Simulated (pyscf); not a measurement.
**H₃Si–AsH•, doublet**

Gas-phase minimum from PySCF at ωB97X-D3(BJ)/def2-SVP, one conformer. Other isomers of H₃Si–AsH• were not searched in full and may lie lower. 

SMILES: [SiH3][AsH]
```xyz
6

Si    -0.3240     0.2402    -0.2257
As     1.9100     0.9483    -0.0621
H     -0.9667     0.2261     1.1218
H     -1.0721     1.1788    -1.1102
H     -0.3946    -1.1340    -0.8051
H      2.2344    -0.2242     0.8579
```
Charge 0, spin multiplicity 2.

Bonded distances (Å): Si1–As2 2.349, Si1–H3 1.493, Si1–H4 1.491, Si1–H5 1.493, As2–H6 1.525. Bond angles (°): As2–Si1–H3 110.4, As2–Si1–H4 109.2, As2–Si1–H5 110.5, H3–Si1–H4 109.0, H3–Si1–H5 108.7, H4–Si1–H5 109.0, Si1–As2–H6 90.7.

Properties at ωB97X-D3(BJ)/def2-SVP:

```json
{
  "harmonic_wavenumbers_unscaled": "175, 384, 463, 497, 734, 909, 953, 956, 2237, 2243, 2246, 2261 cm⁻¹",
  "zero_point_energy": "20.1 kcal/mol",
  "rotational_symmetry_number": "1",
  "Entropy of this conformer at 298 K and 1 atm, rigid rotor and harmonic oscillator, modes under 100 cm⁻¹ raised to 100": "293.5 J/(mol K)",
  "dipole_moment": "0.48 D",
  "Spin expectation value S2": "0.753"
}
```

Single-point totals, which compare only within one level (frozen core for MP2 and CC):

```
level                   total energy (hartree)
----------------------  ----------------------
ωB97X-D3(BJ)/def2-TZVP             -2527.72479
PBE/def2-TZVP                      -2527.25560
r²SCAN/def2-TZVP                   -2527.71440
B3LYP-D3(BJ)/def2-TZVP             -2527.82935
PBE0-D3(BJ)/def2-TZVP              -2527.35829
M06-2X/def2-TZVP                   -2527.73444
ωB97M-D3(BJ)/def2-TZVP             -2527.80608
UHF/def2-TZVPP                     -2525.46225
MP2/def2-TZVPP                     -2525.83827
CCSD/def2-TZVPP                    -2525.87221
CCSD(T)/def2-TZVPP                 -2525.88620
```

Soft torsions are taken as harmonic, which can shift the entropy by several J/(mol K). The CCSD(T) − MP2 part came from Ansatz, without density fitting, on the same reference. The frozen core leaves the outer d or s,p core shells of the metals and heavy elements correlated in the MP2 and CC values, and def2-TZVPP describes them poorly, so these totals are far from the basis limit. Elements up to Kr have no core potential and no relativistic terms here.
